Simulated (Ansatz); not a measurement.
Reaction (formal exchange of groups at the Se–Ga bond): `C[O][GaH][SeH]` + `BN` → `NB[SeH]` + `C[O][GaH2]`

Calculated with Ansatz (gas phase, PBE0-D4/def2-TZVP geometries, no zero-point term in ΔE). CBS: MP2 limit from def2 TZ/QZ plus the TZ coupled-cluster correction, frozen cores. This one scheme is used for every species. For Ga, Se outer-core shells are correlated without core-valence functions, which leaves a few kJ/mol of doubt a bond. Scalar relativity is left out up to krypton. Each species was taken in one conformer, which may not be the lowest.

```tsv
species	HF/CBS(def2) energy (Eh)
`C[O][GaH][SeH]`	-4438.94264
`BN`	-81.53458
`NB[SeH]`	-2481.46596
`C[O][GaH2]`	-2038.99011
```

Q: Work out ΔE.

A: ΔE = (-2481.46596) + (-2038.99011) − (-4438.94264) − (-81.53458) = 0.02115 Eh = +0.58 eV. CCSD(T)/CBS gives +0.51 eV.

Largest T1 diagnostic among the species: 0.015.

In def2-TZVPP, CCSD(T) changes the Hartree–Fock value by −0.09 eV (the triples alone add −0.01 eV) and MP2 by −0.08 eV. From BLYP to BHLYP (50 % exact exchange), in def2-TZVPP and without D4, ΔE moves by +0.04 eV.
